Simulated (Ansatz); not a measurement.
SiHMe3 (C3H10Si), 14 atoms. Hardware: 4 threads of Arm Neoverse V2 on a shared host.

Correlated methods freeze 8 core orbitals.

**Question.** How many basis functions does each of these Ansatz runs have, and roughly what does it cost? PBE0-D4/def2-SVP, charge -1 doublet at the geometry of the charge 0 singlet, energy with a search over starts; PBE0-D4/def2-TZVP, charge 0 singlet, energy and forces, from earlier orbitals; B3LYP-D4/6-31G, charge 0 singlet, energy; HF/def2-TZVP, charge 0 singlet, energy, from earlier orbitals; PBE0-D4/def2-TZVP, charge 1 doublet at the geometry of the charge 0 singlet, energy, from earlier orbitals; PBE-D4/def2-TZVP, charge 0 triplet at the geometry of the charge 0 singlet, energy, from earlier orbitals; PBE-D4/def2-SVP, charge 0 singlet, energy, from earlier orbitals; revPBE-D4/def2-TZVP, charge 0 singlet, energy, from earlier orbitals; r2SCAN-D4/def2-TZVPD, charge 0 singlet, energy, from earlier orbitals; CCSD(T)/def2-TZVP, charge 0 singlet, energy, from earlier orbitals; r2SCAN-D4/def2-TZVP, charge 1 doublet at the geometry of the charge 0 singlet, energy, from earlier orbitals; PBE0-D4/def2-SVP, charge 0 singlet, energy, from earlier orbitals.

**Answer.** Other jobs shared the machine, so times can vary by a factor of up to 3. A dash marks memory too small to be measured apart from the calling script's.

| run | functions | fitting or Cholesky vectors | wall time | peak host memory (GiB) |
| --- | --- | --- | --- | --- |
| B3LYP-D4/6-31G, charge 0 singlet, energy | 60 | 841 | 0.7 s | – |
| HF/def2-TZVP, charge 0 singlet, energy, from earlier orbitals | 190 | 1447 | 0.8 s | – |
| PBE-D4/def2-SVP, charge 0 singlet, energy, from earlier orbitals | 110 | 1250 | 0.8 s | – |
| PBE0-D4/def2-SVP, charge 0 singlet, energy, from earlier orbitals | 110 | 1250 | 1 s | – |
| revPBE-D4/def2-TZVP, charge 0 singlet, energy, from earlier orbitals | 190 | 1232 | 1.3 s | – |
| PBE0-D4/def2-TZVP, charge 0 singlet, energy and forces, from earlier orbitals | 190 | 1248 | 2.7 s | – |
| PBE0-D4/def2-SVP, charge -1 doublet at the geometry of the charge 0 singlet, energy with a search over starts | 110 | 1250 | 3.6 s | – |
| r2SCAN-D4/def2-TZVPD, charge 0 singlet, energy, from earlier orbitals | 244 | 1307 | 4 s | – |
| PBE0-D4/def2-TZVP, charge 1 doublet at the geometry of the charge 0 singlet, energy, from earlier orbitals | 190 | 1248 | 5.5 s | – |
| r2SCAN-D4/def2-TZVP, charge 1 doublet at the geometry of the charge 0 singlet, energy, from earlier orbitals | 190 | 1232 | 6.5 s | – |
| PBE-D4/def2-TZVP, charge 0 triplet at the geometry of the charge 0 singlet, energy, from earlier orbitals | 190 | 1232 | 8 s | – |
| CCSD(T)/def2-TZVP, charge 0 singlet, energy, from earlier orbitals | 190 | 1329 | 33 s | 2.2 |
